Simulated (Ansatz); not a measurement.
`[BH2][SnH2][C]#C` + `CCO[SiH3]` → `B[SiH2]OCC` + `C#[C][SnH3]` at 500 K and 1 bar (formal exchange of groups at a B–Sn bond).

Gas-phase electronic energies from Ansatz, PBE0-D4/def2-TZVP geometries. CCSD(T)/CBS adds triple-zeta CCSD(T) − MP2 to the extrapolated MP2 energy (def2 sets, frozen cores). def2 core potentials past Kr. For Sn outer-core shells are correlated without core-valence functions, which leaves a few kJ/mol of doubt a bond. One conformer a species, not always the lowest.

| species | CCSD(T)/CBS energy (Eh) | H − E (kJ/mol) | S (J/(mol·K)) |
| --- | --- | --- | --- |
| `[BH2][SnH2][C]#C` | -317.81248 | 181.8 | 415.3 |
| `CCO[SiH3]` | -445.19614 | 294.4 | 391.1 |
| `B[SiH2]OCC` | -470.55751 | 336.6 | 447.8 |
| `C#[C][SnH3]` | -292.44374 | 136.6 | 342.8 |

H − E and S are ideal-gas, rigid-rotor, harmonic terms from PBE0-D4/def2-TZVP, for one conformer and one mirror image of each species. 1 Eh = 2625.50 kJ/mol, R = 8.31446 J/(mol·K).

Task: By hand: ΔE, ΔH, ΔS and ΔG.

Result: ΔE = (-470.55751) + (-292.44374) − (-317.81248) − (-445.19614) = 0.00737 Eh = 19.3 kJ/mol. Δ(H − E) = 336.6 + 136.6 − 181.8 − 294.4 = -3.0, so ΔH = 16.3 kJ/mol. ΔS = 447.8 + 342.8 − 415.3 − 391.1 = -15.8 J/(mol·K). ΔG = 16.3 − 500 × (-15.8)/1000 = 24.2 kJ/mol.

Task: By hand: the equilibrium constant, and the temperature at which ΔG would vanish if ΔH and ΔS stayed fixed.

Result: log₁₀ K = −ΔG/(RT ln 10) = -2.5. ΔH and −TΔS have one sign here, so there is no such temperature.

TΔS isn't small against ΔH here. A doubt of 5 kJ/mol in ΔE shifts log₁₀ K by 0.5 here. Other conformers and mirror images would add mixing entropy, several J/(mol·K) or more a flexible species. Modes under 60 cm⁻¹, often nearly free rotors, make the harmonic entropy too high. These are equilibria of isolated gas molecules and say nothing of rates. Largest T1 diagnostic: 0.014 (customary marks: 0.02 for closed shells, 0.045 for open ones).
